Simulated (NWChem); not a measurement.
C$_{3}$H$_{4}$F$_{2}$; SMILES C/C(F)=C\F

```xyz
9

C     -1.4055     0.6444     0.0000
C      0.0581     0.4232     0.0000
F      0.7978     1.5392     0.0000
C      0.6984    -0.7460     0.0000
F      0.0294    -1.8995     0.0000
H     -1.7078     1.2219     0.8883
H     -1.9364    -0.3154     0.0000
H     -1.7078     1.2219    -0.8883
H      1.7861    -0.8426     0.0000
```
Atoms are numbered in this order, from 1.

The geometry was optimised at PBE0/def2-SVP.

Problem. Give the principal values of the shielding tensors (ppm) of C1, C2, F3, C4, F5 from BHandHLYP/pcSseg-1, GIAO (NWChem), with their diamagnetic and paramagnetic parts as GIAO splits them.

Solution. 
```csv
atom,σ11,σ22,σ33,isotropic,diamagnetic,paramagnetic
C1,160.8,168.4,183.2,170.8,248.6,-77.8
C2,-73.4,57.0,80.8,21.5,251.8,-230.3
F3,276.2,376.0,401.5,351.3,474.8,-123.6
C4,-48.8,67.9,88.0,35.7,251.5,-215.8
F5,318.5,388.3,429.3,378.7,474.0,-95.3
```
